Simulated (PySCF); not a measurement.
**What an electron can do to ZnS**

PBE in PySCF with def2-TZVPPD on every atom, for the lowest determinant that a PBE0 search found; no spin–orbit coupling.

| species | state (unpaired electrons) | Re (Å) | ωe (cm⁻¹) | energy of the minimum from the neutral (eV) | De (eV) | dissociates to |
| --- | --- | --- | --- | --- | --- | --- |
| ZnS | singlet (closed shell) | 2.064 | 453 | 0.00 | 1.67 | Zn + S |
| ZnS⁺ | doublet (π ↑) | 2.163 | 387 | 8.68 | 2.39 | Zn⁺ + S |
| ZnS⁻ | doublet (σ ↑) | 2.150 | 383 | -2.29 | 1.79 | Zn + S⁻ |

Task: Work out the lowest energy to break ZnS into atoms, from its vibrational ground state.

Result: D0 = De − ωe/2 = 1.67 − 0.03 = 1.64 eV (PBE/def2-TZVPPD).

Task: Work out the ionisation energy of the Zn atom at this level and the threshold of dissociative ionisation.

Result: IE(Zn) = 8.68 + 2.39 − 1.67 = 9.40 eV, so Zn⁺ + S + e⁻ appears at D0 + IE(Zn) = 11.04 eV (PBE/def2-TZVPPD). The measured IE(Zn) is 9.394 eV (NIST ASD).

Task: Work out the electron affinity of the S atom and the threshold of dissociative attachment.

Result: EA(S) = 1.67 − 1.79 − (-2.29) = 2.17 eV, so Zn + S⁻ needs D0 − EA(S) = -0.53 eV (negative: it is exothermic at zero electron energy) (PBE/def2-TZVPPD). The measured EA(S) is 2.077 eV.

Task: At which energy does ion-pair formation open?

Result: Zn⁺ + S⁻ lies at D0 + IE(Zn) − EA(S) = 8.87 eV (PBE/def2-TZVPPD).

These are thermodynamic thresholds; the onsets seen under electron impact lie higher where the geometry changes, and cross-sections peak well above them.

For an ion De counts to the pair picked by the measured ionisation energies or electron affinities, which need not be the lowest pair at this level. The highest Kohn–Sham level is positive in this anion. Much of that is self-interaction error, but it also means that the finite basis helps to hold the extra electron. States were picked by a PBE0 search and need not be the measured ground states.
